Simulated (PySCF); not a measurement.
Species: C₅H₇ClN₂Si.
Structure used (GFN2-xTB), in Å, numbered top down from 1:
```xyz
16
C5H7ClN2Si angstrom
C      2.6891   -0.7680   -0.1125
C      1.3642   -0.8284   -0.0172
C      0.4935    0.3164   -0.0454
C      0.7889    1.6550   -0.1535
N     -0.3487    2.4007   -0.1406
C     -1.3043    1.5300   -0.0271
Cl    -2.9518    1.8923    0.0365
N     -0.8907    0.2371    0.0390
Si    -2.0497   -1.0822    0.1887
H      3.2107    0.1663   -0.2206
H      3.2917   -1.6584   -0.0859
H      0.8786   -1.7875    0.0890
H      1.7411    2.1369   -0.2369
H     -1.2687   -2.3117    0.2628
H     -2.7802   -0.8459    1.4279
H     -2.8714   -1.0437   -1.0156
```

Computed at PBE0/pcSseg-1 (PySCF, non-relativistic), with Q(14N) = 0.02044 b, Q(35Cl) = −0.0817 b: N5, 14N (I = 1): χzz = -4.521 MHz, η = 0.044; Cl7, 35Cl (I = 3/2): χzz = -73.71 MHz, η = 0.038; N8, 14N (I = 1): χzz = -2.288 MHz, η = 0.695.

(1) Where would the pure quadrupole (NQR) lines of 14N at N5 fall for the rigid, isolated species?

(2) Where would the pure quadrupole (NQR) lines of 35Cl at Cl7 fall for the rigid, isolated species?

(3) Where would the pure quadrupole (NQR) lines of 14N at N8 fall for the rigid, isolated species?

(4) Apply the simplest Townes–Dailey estimate (no s hybridisation, no π bonding), ionic character = 1 − χzz/χ0, where χ0 is the coupling for one missing p electron along the bond: −109.74 MHz for 35Cl.

## Answers

(1) From ν± = (3/4)|χ|(1 ± η/3) and ν0 = |χ|η/2: ν+ 3.441 MHz, ν− 3.341 MHz, ν0 0.100 MHz (pyridine-type nitrogen).

(2) From ν = (|χ|/2)√(1 + η²/3): ν = 36.86 MHz (aryl chlorine). For 37Cl the ratio of quadrupole moments, 0.7881, gives 29.05 MHz.

(3) From ν± = (3/4)|χ|(1 ± η/3) and ν0 = |χ|η/2: ν+ 2.114 MHz, ν− 1.318 MHz, ν0 0.795 MHz (pyrrole-type nitrogen).

(4) Cl7 on C6: 1 − (-73.71)/(-109.74) = 0.33. In this model a purely covalent bond gives χ0 and a free halide ion gives zero; s hybridisation or π bonding, where present, is counted here as ionic character.

In a crystal, neighbours and librations shift these lines. GFN2-xTB bond lengths can be off by several hundredths of an ångström, more for odd bonds, and the gradients follow them. With so small a basis the couplings can be 20 % off.

One conformer stands for the species.
